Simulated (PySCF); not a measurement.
A run that did not reach its result, on `C=CC#CC(C)=S` (driver script around PySCF, density fitting, GFN2-xTB geometry as the base; each input is a line of settings and coordinates in Å).

Command:
```bash
OMP_NUM_THREADS=1 python probes_run.py task.json out
```
Input:
```
{"job": {"kind": "nmr", "xc": "KT2", "basis": "3-21G", "pop": true, "scf": {"diis": false, "max_cycle": 84}}, "charge": 0, "multiplicity": 1}
C      3.498006     0.313056    -0.420463
C      2.378259    -0.632785    -0.445342
C      0.907343    -0.180656    -0.342184
C     -0.373880     0.183277    -0.248403
C     -1.811856     0.700282    -0.135286
C     -3.020961    -0.405737    -0.038732
S     -2.129002     2.478722    -0.117073
H      4.621100    -0.053978    -0.496091
H      3.317199     1.480080    -0.322892
H      2.559471    -1.806858    -0.542044
H     -4.072372     0.142013     0.116174
H     -2.820363    -1.160304     0.871551
H     -3.057770    -1.056575    -1.046089
```

Output:
```
final grid: 111232 points
cycle   1  E = -634.1642221992  dE = -3.662e-01  |g| = 4.454e-01  |ddm| = 3.823e+00
cycle   2  E = -632.0653387038  dE =  2.099e+00  |g| = 1.884e+00  |ddm| = 3.231e+00
cycle   3  E = -600.9024341411  dE =  3.116e+01  |g| = 5.066e+00  |ddm| = 3.131e+01
cycle   4  E = -444.0243185683  dE =  1.569e+02  |g| = 9.994e+00  |ddm| = 6.103e+01
cycle   5  E = -450.8505730459  dE = -6.826e+00  |g| = 7.439e+00  |ddm| = 9.742e+01
cycle   6  E = -211.1179998311  dE =  2.397e+02  |g| = 7.436e+00  |ddm| = 2.808e+02
cycle   7  E = -394.9272975260  dE = -1.838e+02  |g| = 6.169e+00  |ddm| = 2.867e+02
cycle   8  E = -209.8376420719  dE =  1.851e+02  |g| = 7.472e+00  |ddm| = 2.864e+02
cycle   9  E = -394.9183505657  dE = -1.851e+02  |g| = 6.165e+00  |ddm| = 2.864e+02
cycle  10  E = -209.8397131091  dE =  1.851e+02  |g| = 7.474e+00  |ddm| = 2.864e+02
... (64 lines left out)
cycle  75  E = -394.9183224907  dE = -1.851e+02  |g| = 6.165e+00  |ddm| = 2.864e+02
cycle  76  E = -209.8397195151  dE =  1.851e+02  |g| = 7.474e+00  |ddm| = 2.864e+02
cycle  77  E = -394.9183224907  dE = -1.851e+02  |g| = 6.165e+00  |ddm| = 2.864e+02
cycle  78  E = -209.8397195151  dE =  1.851e+02  |g| = 7.474e+00  |ddm| = 2.864e+02
cycle  79  E = -394.9183224907  dE = -1.851e+02  |g| = 6.165e+00  |ddm| = 2.864e+02
cycle  80  E = -209.8397195151  dE =  1.851e+02  |g| = 7.474e+00  |ddm| = 2.864e+02
cycle  81  E = -394.9183224907  dE = -1.851e+02  |g| = 6.165e+00  |ddm| = 2.864e+02
cycle  82  E = -209.8397195151  dE =  1.851e+02  |g| = 7.474e+00  |ddm| = 2.864e+02
cycle  83  E = -394.9183224907  dE = -1.851e+02  |g| = 6.165e+00  |ddm| = 2.864e+02
cycle  84  E = -209.8397195151  dE =  1.851e+02  |g| = 7.474e+00  |ddm| = 2.864e+02
SCF not converged, last energy = -209.8397195151
```

The run took 57 s wall on x86-64 server, one thread, no GPU, shared host.

**Question.** What went wrong, and what mends it?

**Answer.** The energy swings between two values 190 Eh apart, cycle after cycle, with a gradient of 7.5e+00 at cycle 84; DIIS was off. The coordinates are the GFN2-xTB ones scaled by 1.1. Go back to DIIS and the unaltered geometry. Its energy and orbitals aren't self-consistent and shouldn't be used.
